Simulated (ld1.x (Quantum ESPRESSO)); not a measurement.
## Which change was made? (Bi, TM)

bismuth, norm-conserving Troullier–Martins (Kleinman–Bylander form), made with ld1.x (Quantum ESPRESSO) 7.5 (PBEsol, scalar-relativistic). Core [Xe] 4f14, reference 5d10 6s1.5 6p3.5. Waves: 6p (bound): rc 2.30 bohr; 5d (bound): rc 1.15 bohr; 6s (bound): rc 1.95 bohr. Local part: the s channel. Core correction: a·sin(br)/r model core, default radius (core density twice the valence density).

Cutoffs, loose and tight: the cutoffs (Ry, on a coarse ladder) from which the occupation-weighted sum of valence levels, in a spherical-Bessel basis at the reference potential, stays within 10 and 1 mRy of its value at 400 Ry. They do not see the model core or the augmentation charge, which bear on the density cutoff. Test errors are all-electron minus pseudo excitation energies from the reference, over the configurations 5d10 6s2 6p3; 5d10 6s2 6p2; 5d10 6s2 6p1; 5d9 6s2 6p3; 5d10 6s1 6p0; 5d9 6s2 6p4; 5d10 6s2 6p3.3; variants that change the core or the reference have their own tests.

The base gives: outcome: generated; cutoff, loose: 90 Ry; cutoff, tight: 120 Ry; bound ghosts: none; largest test error (meV): -222.

After one change the result is: outcome: generated; cutoff, loose: 35 Ry; cutoff, tight: 90 Ry; bound ghosts: s, p, d; largest test error (meV): +130. Which change was it?
A. core [Xe] 4f14 5d10, valence charge 5; reference 6s2 6p2; waves now 6s (bound): rc 1.60 bohr; 6p (bound): rc 2.10 bohr; local potential all-electron potential smoothed inside 1.30 bohr (lloc = -1); core correction none
B. all radii but the core radius scaled by about 0.80 (s 1.56, p 1.84, d 0.92 bohr)
C. reference 5d10 6s1 6p4
D. local potential all-electron potential smoothed inside 1.30 bohr (lloc = -1)

A. The others give: reference 5d10 6s1 6p4 → outcome: generated; cutoff, loose: 90 Ry; cutoff, tight: 120 Ry; bound ghosts: none; largest test error (meV): -166 | local potential all-electron potential smoothed inside 1.30 bohr (lloc = -1) → outcome: generated; cutoff, loose: 90 Ry; cutoff, tight: 120 Ry; bound ghosts: s, p; largest test error (meV): -161 | all radii but the core radius scaled by about 0.80 (s 1.56, p 1.84, d 0.92 bohr) → outcome: generated; cutoff, loose: 260 Ry; cutoff, tight: over 300 Ry; bound ghosts: none; largest test error (meV): -119.
